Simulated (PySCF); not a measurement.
## Excitation energy of Pb⁺ by level of theory

Pb⁺ [Xe] 4f14 5d10 6s2 6p1 (2P) → Pb⁺ [Xe] 4f14 5d10 6s2 7s1 (2S), as a difference of total energies. Computed with PySCF 2.14 in aug-cc-pVQZ-PP with ECP60MDF, with a scalar-relativistic core potential. Correlated levels: valence: 5s2 5p6 5d10 frozen. The calculations carry no spin-orbit coupling.

| method | excitation energy (eV) | error (eV) |
| --- | --- | --- |
| UHF | 5.937 | -0.270 |
| MP2 (valence) | 5.959 | -0.248 |
| SCS-MP2 (valence) | 5.976 | -0.231 |
| CCSD (valence) | 5.974 | -0.233 |
| CCSD(T) (valence) | 5.970 | -0.237 |

Reference: 6.207 eV (measured; NIST levels, between the centres of gravity of the two terms).

Errors of the correlated levels include the incompleteness of this basis and the frozen core.
